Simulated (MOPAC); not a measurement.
Input file for MOPAC: PM7 on CoSn, 2S+1 = 2, a spin state set in the input, which need not be the lowest, a point of a bond scan (R = 2.476 Å).

```
PM7 1SCF PRECISE CHARGE=0 UHF MS=0.5 THREADS=1
CoSn

Co     0.00000000 1     0.00000000 1     0.00000000 1
Sn     0.00000000 1     0.00000000 1     2.47647400 1
```

It printed:

```
*******************************************************************************
 **                                                                           **
 **                              MOPAC v23.2.5                                **
 **                                                                           **
 *******************************************************************************
 ** MOPAC's Digital Object Identifier: https://doi.org/10.5281/zenodo.6511958 **
 **                                                                           **
 ** Please cite the open-source release paper for use of this MOPAC version:  **
 ** J. E. Moussa and J. J. P. Stewart (2026)                                  **
 ** MOPAC: An open-source semiempirical molecular orbital program             **
 ** J. Open Source Softw., 11(119), 8025, https://doi.org/10.21105/joss.08025 **
 *******************************************************************************

                              PM7 CALCULATION RESULTS

 *******************************************************************************
 *  PM7        - The PM7 Hamiltonian to be used
 *  UHF        - UNRESTRICTED HARTREE-FOCK CALCULATION
 *
 *
 *
 *                 CHARGE ON SYSTEM = 0
 *
 *
 *
 *  MS=        - IN MECI, MAGNETIC COMPONENT OF SPIN =  0.5
 *  PRECISE    - TIGHTER CRITERIA TO BE USED
 *  1SCF       - DO 1 SCF AND THEN STOP
 *  THREADS=1  - MULTI-THREADING NOT USED
 *  T=         - A TIME OF 172800.0 SECONDS REQUESTED
 *  DUMP=N     - RESTART FILE WRITTEN EVERY 7200.0 SECONDS REQUESTED
 *******************************************************************************
PM7 1SCF PRECISE CHARGE=0 UHF MS=0.5 THREADS=1
 CoSn

   ATOM   CHEMICAL          X               Y               Z
  NUMBER   SYMBOL      (ANGSTROMS)     (ANGSTROMS)     (ANGSTROMS)

     1      Co          0.00000000  *   0.00000000  *   0.00000000  *
     2      Sn          0.00000000  *   0.00000000  *   2.47647400  *



          CARTESIAN COORDINATES

    NO.       ATOM           X           Y           Z

     1        Co          0.0000      0.0000      0.0000
     2        Sn          0.0000      0.0000      2.4765

 General Reference for PM7:
 "Optimization of Parameters for Semiempirical Methods VI: More Modifications to the
 NDDO Approximations and Re-optimization of Parameters", J. J. P. Stewart, J. Mol. Mod., 1:32, 19 (2013)
 https://link.springer.com/article/10.1007/s00894-012-1667-x

           Empirical Formula: Co Sn  =     2 atoms



      MOLECULAR POINT GROUP   :   C*v


          UHF CALCULATION, NO. OF ALPHA ELECTRONS =    7
                           NO. OF BETA  ELECTRONS =    6

 -------------------------------------------------------------------------------
 PM7 1SCF PRECISE CHARGE=0 UHF MS=0.5 THREADS=1
 CoSn



     1SCF WAS SPECIFIED, SO BFGS WAS NOT USED
     SCF FIELD WAS ACHIEVED


                              PM7 CALCULATION
                                                       MOPAC v23.2.5 Linux




          FINAL HEAT OF FORMATION =        105.81296 KCAL/MOL =     442.72142 KJ/MOL


          COSMO AREA              =        114.59 SQUARE ANGSTROMS
          COSMO VOLUME            =        107.80 CUBIC ANGSTROMS

          IONIZATION POTENTIAL    =          8.295217 EV
          ALPHA SOMO LUMO (EV)    =         -8.295  1.577
          BETA  SOMO LUMO (EV)    =         -9.294 -0.007
          NO. OF ALPHA ELECTRONS  =          7
          NO. OF BETA  ELECTRONS  =          6
          MOLECULAR WEIGHT        =        177.6232         POINT GROUP:  C*v

          MOLECULAR DIMENSIONS (Angstroms)

            Atom       Atom       Distance
           Sn     2   Co     1     2.47647
           Sn     2   Co     1     0.00000
           Co     1   Sn     2     0.00000


          SCF CALCULATIONS        =          1





   ATOM   CHEMICAL          X               Y               Z
  NUMBER   SYMBOL      (ANGSTROMS)     (ANGSTROMS)     (ANGSTROMS)

     1      Co          0.00000000  *   0.00000000  *   0.00000000  *
     2      Sn          0.00000000  *   0.00000000  *   2.47647400  *

                             CARTESIAN COORDINATES

   1   Co        0.000000000     0.000000000     0.000000000
   2   Sn        0.000000000     0.000000000     2.476474000


           Empirical Formula: Co Sn  =     2 atoms



      MOLECULAR POINT GROUP   :   C*v


          ALPHA EIGENVALUES
 -13.21840  -9.94579  -9.77513  -9.77513  -9.38327  -8.29522  -8.29522   1.57706
   1.57706   4.49020  53.98724  53.98724  54.18598


           BETA EIGENVALUES
 -13.71059 -10.75109 -10.75109  -9.83052  -9.29433  -9.29433  -0.00726   6.51616
   6.51616   7.00010  53.31963  53.54492  53.54492


              NET ATOMIC CHARGES AND DIPOLE CONTRIBUTIONS

  ATOM NO.   TYPE          CHARGE      No. of ELECS.   s-Pop       p-Pop       d-Pop
    1         Co          -0.721357        9.7214     1.70735     0.01406     7.99995
    2         Sn           0.721357        3.2786     0.93787     2.34077
 DIPOLE           X         Y         Z       TOTAL
 POINT-CHG.     0.000     0.000     8.581     8.581
 HYBRID        -0.000    -0.000    -2.969     2.969
 SUM           -0.000    -0.000     5.612     5.612


          ATOMIC ORBITAL ELECTRON POPULATIONS

     Atom    s        px        py        pz      x^2-y^2     xz        z^2       yz        xy
    1 Co   1.70735   0.00288   0.00288   0.00831   2.00000   1.01470   1.97055   1.01470   2.00000
    2 Sn   0.93787   0.98242   0.98242   0.37592


                    (SZ)    =    0.500000
                    (S**2)  =    2.663003


          ATOMIC ORBITAL SPIN POPULATIONS

    Atom   Total    s     px     py     pz   x^2-y^2  xz     z^2    yz     xy
         Atomic
    1 Co -1.9816 -0.028  0.003  0.003  0.001  0.000 -0.974 -0.013 -0.974  0.000
    2 Sn  2.9816  0.823  0.971  0.971  0.215

 **********************
 *                    *
 * JOB ENDED NORMALLY *
 *                    *
 **********************




 == MOPAC DONE ==
```

The run finished. Its determinant has ⟨S²⟩ = 2.66, a mixture of spin states.

Cost: roughly 0.020 core-seconds.
